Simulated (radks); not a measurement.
Question: Coherent X-ray form factor from a spherical all-electron density. All-electron calculation, Dirac Kohn-Sham, PBE, spin-unpolarised, spherical densities, finite nucleus; Fermi nuclear charge, rms radius of each element as measured or else 0.836 A^(1/3) + 0.57 fm. Program: a radial shooting solver on a logarithmic mesh with Libxc functionals.

| sin(theta)/lambda (1/angstrom) | f0 (electrons) |
|---|---|
| 0.05 | 51.915 |
| 0.1 | 49.161 |
| 0.15 | 45.737 |
| 0.2 | 42.375 |
| 0.25 | 39.355 |
| 0.3 | 36.679 |
| 0.4 | 32.064 |
| 0.5 | 28.140 |
| 0.6 | 24.863 |
| 0.8 | 20.205 |
| 1 | 17.288 |
| 1.25 | 14.563 |
| 1.5 | 12.117 |
| 2 | 8.246 |

The species is in the configuration that NIST lists as its ground one. Which atom or ion scatters so?

Answer: Neutral iodine, [Kr] 4d10 5s2 5p5. Extrapolating in s^2 from the first two rows gives f0(0) = 52.8, near the electron count 53; among species with that count, the fall with angle is slower the higher Z, and the table is that of Z = 53; from so few rows the species is fixed only to a neighbour or two.
